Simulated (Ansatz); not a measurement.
The cluster Ge3Te2, relaxed as a quintet with UKS PBE-D4/def2-SVP in Ansatz, starting from the PBE-D4/def2-SVP geometry of the neutral singlet. Force threshold 0.02 eV/Å.

In the def2 sets Te takes a core potential; there is no spin–orbit coupling. The relaxation made no stability test and no search for a lower SCF solution. At PBE-D4/def2-SVP a singlet of charge 0 lies 2.92 eV below the quintet, each at its own geometry. The structure comes from a short search, and lower isomers may exist.

Start:

```xyz
5

Ge   -0.453    1.880    0.330
Ge    0.369   -1.706   -0.894
Ge    0.228   -0.467    1.522
Te   -1.899   -0.317   -0.348
Te    1.756    0.611   -0.610
```

Task: Estimate the energy that the relaxation releases and the steps that it takes.

Result: 1.54 eV, in 23 steps; 69 s on 4 threads of Arm Neoverse V2 on a shared host. The force fell under the threshold at step 7, but the optimiser went on and released 0.869 eV more. No frequencies were taken in this run, so the end may be a saddle point.

Task: Does the start keep its bonding?

Result: Bonds lost: Ge2–Te5, Ge3–Te4 (atoms count from 1).

Task: Predict the relaxed structure.

Result: 
```
atom    x (Å)    y (Å)    z (Å)
 Ge1  -0.4942   1.5019   0.2570
 Ge2  -0.2550  -2.0348  -0.3979
 Ge3   0.8735  -0.5556   1.3739
 Te4  -2.1659  -0.1389  -0.8526
 Te5   2.0415   1.2275  -0.3805
```
Bond lengths: 4 × Ge–Te 2.59 to 2.76 Å; 2 × Ge–Ge 2.57 to 2.71 Å.
